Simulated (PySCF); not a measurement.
## Two-component Hartree-Fock for Fe²²⁺ (iron, charge +22)

Start: [He] 2s2. Calculated with PySCF 2.14 in an uncontracted even-tempered set (17 s from 6.1 bohr⁻², ratio 2.4; 11 p from 7.9 bohr⁻², ratio 2.4; 5 d from 26 bohr⁻², ratio 2.6; 4 f from 39 bohr⁻², ratio 2.6): generalised Hartree-Fock with the X2C-1e Hamiltonian and a Gaussian nucleus; one run each with spin-orbit coupling (SO) switched off, then screened by Boettger's factors.

```json
{"spinor shell": "1s1/2", "electrons": "2", "ε, spin-free (eV)": "-8565.5", "ε, screened SO (eV)": "-8565.5", "weight of nominal j (screened SO)": "1.000", "rms radius, screened SO (bohr)": "0.0668"}
{"spinor shell": "2s1/2", "electrons": "2", "ε, spin-free (eV)": "-1944.6", "ε, screened SO (eV)": "-1944.6", "weight of nominal j (screened SO)": "1.000", "rms radius, screened SO (bohr)": "0.262"}
```

| quantity | spin-free | screened SO |
| --- | --- | --- |
| E (hartree) | -812.37429 | -812.37429 |
| M_J | 0 | 0 |
| ⟨J²⟩ | 0.000 | 0.000 |
| ⟨L²⟩ | 0.000 | 0.000 |
| ⟨S²⟩ | 0.000 | 0.000 |

Without spin-orbit coupling the j labels of p, d and f shells carry no meaning; the spin-free column gives the mean over the occupied spinors of each nl shell.
